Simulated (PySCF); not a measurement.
Stretching CdS

Set-up: Cd cc-pVDZ-PP with ECP28, S cc-pV(D+d)Z; scalar-relativistic core potentials (PySCF 2.14). Energies in eV from Cd + S in their ground configurations at the same level. All curves are PBE0. state 1: ³Π (triplet), unpaired electrons σ ↑, π ↑; state 2: ¹Σ⁺ (singlet), closed shell, a second solution, started from another occupation.

```json
{"R (Å)": "2.118", "state 1": "-0.2965", "state 2": "-0.8326"}
{"R (Å)": "2.217", "state 1": "-0.6694", "state 2": "-0.9430"}
{"R (Å)": "2.315", "state 1": "-0.8636", "state 2": "-0.9001"}
{"R (Å)": "2.389", "state 1": "-0.9283", "state 2": "-0.8044"}
{"R (Å)": "2.463", "state 1": "-0.9445", "state 2": "-0.6749"}
{"R (Å)": "2.537", "state 1": "-0.9263", "state 2": "-0.5250"}
{"R (Å)": "2.635", "state 1": "-0.8671", "state 2": "-0.3097"}
{"R (Å)": "2.759", "state 1": "-0.7627", "state 2": "-0.0370"}
{"R (Å)": "2.906", "state 1": "-0.6245", "state 2": "0.2716"}
{"R (Å)": "3.103", "state 1": "-0.4548", "state 2": "0.6294"}
```

Put a parabola through the three lowest points of the state 1 curve and estimate Re, k and ωe (reduced mass 24.96 u; 1 eV/Å² = 0.16022 mdyn/Å; ωe = 1302.8·√(k/μ) cm⁻¹).

Through R = 2.389, 2.463, 2.537 Å the second-order coefficient is 3.14 eV/Å², so Re ≈ 2.461 Å, k ≈ 1.01 mdyn/Å and ωe ≈ 262 cm⁻¹. A polynomial fit of higher order to the unrounded PBE0 energies gives Re = 2.456 Å, k = 1.03 mdyn/Å, ωe = 265 cm⁻¹; anharmonicity and rounding make the difference.

The higher-order fit for each curve: state 1: Re = 2.456 Å, ωe = 265 cm⁻¹, De = 0.94 eV; state 2: Re = 2.231 Å, ωe = 397 cm⁻¹, minimum 0.94 eV below the ground-state fragments.

Spin–orbit coupling is left out. The state was picked by a PBE0 search and need not be the measured ground state.
